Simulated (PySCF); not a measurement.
Level of theory: PySCF with B3LYP-D3(BJ)/def2-TZVP // PBE-D3(BJ)/def2-SVP. All species are isolated molecules in the gas phase. One relaxed conformer stands for a flexible species; it need not be the lowest. B3LYP has the VWN-RPA correlation part, as in Gaussian. 

Reference species: [W(OH)6] (neutral, multiplicity 1).

```json
{
  "LUMO": "-3.06 eV",
  "mean_distance_from_the_central_atom_to_its_bonded_neighbours": "1.939 Å",
  "coordination_number": "6"
}
```

After one change: the LUMO goes up by 0.87 eV; the mean distance from the central atom to its bonded neighbours rises by 0.057 Å; the coordination number is nearly the same.

What was changed between the two runs? The new species is one of these.
(A) [W(OH)(NH2)5]
(B) [W(OH)2(NH2)4]
(C) [W(NH2)6]
(D) [W(OH)4(NH2)2]

B, [W(OH)2(NH2)4]
